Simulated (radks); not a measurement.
Problem. The mean radii <r> (bohr) of the occupied orbitals of an atom or ion are listed with their occupations. Method: Dirac Kohn-Sham, PBE, spin-unpolarised, spherical densities, finite nucleus; Fermi nuclear charge, rms radius of each element as measured or else 0.836 A^(1/3) + 0.57 fm; computed with a radial shooting solver on a logarithmic mesh with Libxc functionals.

| orbital | occ. | <r> |
|---|---|---|
| 1s1/2 | 2 | 0.01899 |
| 2s1/2 | 2 | 0.07978 |
| 2p1/2 | 2 | 0.06612 |
| 2p3/2 | 4 | 0.07385 |
| 3s1/2 | 2 | 0.2082 |
| 3p1/2 | 2 | 0.1981 |
| 3p3/2 | 4 | 0.2124 |
| 3d3/2 | 4 | 0.1863 |
| 3d5/2 | 6 | 0.1908 |
| 4s1/2 | 2 | 0.4682 |
| 4p1/2 | 2 | 0.4746 |
| 4p3/2 | 4 | 0.5075 |
| 4d3/2 | 4 | 0.5286 |
| 4d5/2 | 6 | 0.5401 |
| 5s1/2 | 2 | 1.134 |
| 5p1/2 | 2 | 1.261 |
| 5p3/2 | 4 | 1.367 |
| 4f5/2 | 6 | 0.6693 |
| 4f7/2 | 8 | 0.6818 |
| 6s1/2 | 2 | 3.121 |
| 5d3/2 | 1 | 2.134 |

Name the element and its charge. Open shells, if any, fill j = l - 1/2 first.

Solution. Z = 72, hafnium, charge +1: Hf+ in [Xe] 4f14 5d1 6s2. The 1s radius gives Z: for a bare nucleus <r> = (2 gamma + 1)/(2Z) with gamma = sqrt(1 - (Z/c)^2), 0.01876 bohr for Z = 72, and screening makes it slightly larger (0.01899 here). The occupations add up to 71, and the charge is Z minus that.
